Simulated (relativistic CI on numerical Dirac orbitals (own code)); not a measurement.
Spin-allowed bands of a d2 ion in an octahedral site, by hand

Problem. Take Δ = 7250 cm⁻¹ and B = 900 cm⁻¹ for a d2 ion in an octahedral site. Calculate the three spin-allowed bands.

Working.
1. The terms of highest spin are 3F (energy 0) and 3P (15B = 13500 cm⁻¹). Here the F term splits into A2 at +1.2Δ = 8700, T2 at +0.2Δ = 1450 and T1 at −0.6Δ = -4350 cm⁻¹.
2. The two T1 states mix through the element 0.4Δ: H = [[-4350, 2900], [2900, 13500]], with roots ½(H₁₁ + H₂₂) ∓ ½√[(H₂₂ − H₁₁)² + 4H₁₂²] = ½(9150) ∓ ½(18769) = -4809 and 13959 cm⁻¹.
3. The ground term is 3T1 at -4809 cm⁻¹.
4. Bands: 3T2 6259 cm⁻¹ (1598 nm), 3A2 13509 cm⁻¹ (740 nm), 3T1(P) 18769 cm⁻¹ (533 nm).

Check. Exact diagonalisation of the whole d2 shell with these parameters gives 3T2 6259, 3A2 13509, 3T1 18769 cm⁻¹. The match is exact, since without spin-orbit coupling no other term has this spin. The ratio of the second band to the first, 2.158, depends on Δ/B = 8.1 alone, which is how a Tanabe-Sugano diagram is read.
